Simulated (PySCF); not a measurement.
C8H6N2O.

```xyz
17

C     -0.5892    -3.1955     0.0000
C      0.7642    -3.0011     0.0000
O      1.0482    -1.6761     0.0000
C     -0.1335    -0.9926     0.0000
C     -0.0638     0.4582     0.0000
C      1.1594     1.1547     0.0000
N      1.2233     2.4844     0.0000
C      0.0633     3.1435     0.0000
N     -1.1553     2.5957     0.0000
C     -1.2146     1.2678     0.0000
C     -1.1759    -1.8907     0.0000
H     -1.1075    -4.1515     0.0000
H      1.6171    -3.6741     0.0000
H      2.1049     0.6032     0.0000
H      0.1139     4.2385     0.0000
H     -2.2138     0.8167     0.0000
H     -2.2360    -1.6499     0.0000
```

Coordinates come from a B3LYP-D3(BJ)/def2-SVP optimisation. One conformer was computed; it need not be the lowest.

The numbers are results of PBE0/pcSseg-1 run with PySCF, not measurements. Non-relativistic, no solvent.

Computed absolute GIAO shielding of each atom: isotropic value and principal components (ppm):
```json
[
 {"atom": "C1", "σ(iso)": "65.5", "σ11": "-20.8", "σ22": "60.6", "σ33": "156.6", "span": "177.4"},
 {"atom": "C2", "σ(iso)": "35.2", "σ11": "-45.4", "σ22": "45.7", "σ33": "105.4", "span": "150.8"},
 {"atom": "O3", "σ(iso)": "35.1", "σ11": "-100.3", "σ22": "-39.5", "σ33": "245.1", "span": "345.4"},
 {"atom": "C4", "σ(iso)": "29.7", "σ11": "-38.2", "σ22": "33.4", "σ33": "93.8", "span": "132.0"},
 {"atom": "C5", "σ(iso)": "55.9", "σ11": "-49.7", "σ22": "44.8", "σ33": "172.4", "span": "222.1"},
 {"atom": "C6", "σ(iso)": "27.5", "σ11": "-75.1", "σ22": "8.9", "σ33": "148.8", "span": "223.8"},
 {"atom": "N7", "σ(iso)": "-73.8", "σ11": "-342.8", "σ22": "-173.3", "σ33": "294.7", "span": "637.5"},
 {"atom": "C8", "σ(iso)": "19.9", "σ11": "-76.6", "σ22": "15.6", "σ33": "120.7", "span": "197.3"},
 {"atom": "N9", "σ(iso)": "-72.1", "σ11": "-338.1", "σ22": "-171.4", "σ33": "293.0", "span": "631.1"},
 {"atom": "C10", "σ(iso)": "27.6", "σ11": "-76.9", "σ22": "16.0", "σ33": "143.6", "span": "220.5"},
 {"atom": "C11", "σ(iso)": "70.7", "σ11": "-9.3", "σ22": "58.5", "σ33": "163.0", "span": "172.2"},
 {"atom": "H12", "σ(iso)": "24.5", "σ11": "22.4", "σ22": "25.2", "σ33": "25.9", "span": "3.5"},
 {"atom": "H13", "σ(iso)": "23.7", "σ11": "20.7", "σ22": "24.9", "σ33": "25.5", "span": "4.8"},
 {"atom": "H14", "σ(iso)": "22.0", "σ11": "16.5", "σ22": "21.4", "σ33": "28.1", "span": "11.6"},
 {"atom": "H15", "σ(iso)": "22.0", "σ11": "17.6", "σ22": "23.4", "σ33": "25.1", "span": "7.5"},
 {"atom": "H16", "σ(iso)": "22.2", "σ11": "17.0", "σ22": "21.6", "σ33": "28.0", "span": "11.0"},
 {"atom": "H17", "σ(iso)": "24.1", "σ11": "20.8", "σ22": "25.1", "σ33": "26.5", "span": "5.7"}
]
```
